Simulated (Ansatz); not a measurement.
`[NH2][Mo](=[O])(=[O])[Cl]`, relaxed with RKS PBE0-D4/def2-TZVP in Ansatz from a PBE-D4/def2-SVP geometry. The force threshold is 0.005 eV/Å; the program also tests the step.

Charge 0, multiplicity 1. Mo takes the def2 core potential.

Start:

```xyz
7

N    -0.079   -0.438   -1.118
Mo    0.116    0.300    0.652
O     1.575   -0.273    1.303
O     0.139    1.992    0.518
Cl   -1.635   -0.349    1.983
H     0.378   -1.301   -1.433
H    -0.494    0.070   -1.906
```

Problem. How much energy does the relaxation release, and in how many steps? (Best estimate.)

Solution. Ansatz gave: 0.06 eV, in 4 steps.

Problem. Which bonds change most? (Best estimate.)

Solution. The calculation gave: Mo2–Cl5 from 2.293 to 2.266 Å; Mo2–O4 from 1.697 to 1.674 Å; Mo2–O3 from 1.697 to 1.674 Å; N1–H7 from 1.026 to 1.010 Å.

Problem. Give the relaxed structure. (An estimate is asked.)

Solution. Ansatz gave: 
```xyz
7

N    -0.085   -0.439   -1.111
Mo    0.117    0.297    0.643
O     1.554   -0.265    1.291
O     0.139    1.966    0.518
Cl   -1.613   -0.344    1.958
H     0.374   -1.286   -1.415
H    -0.487    0.070   -1.885
```
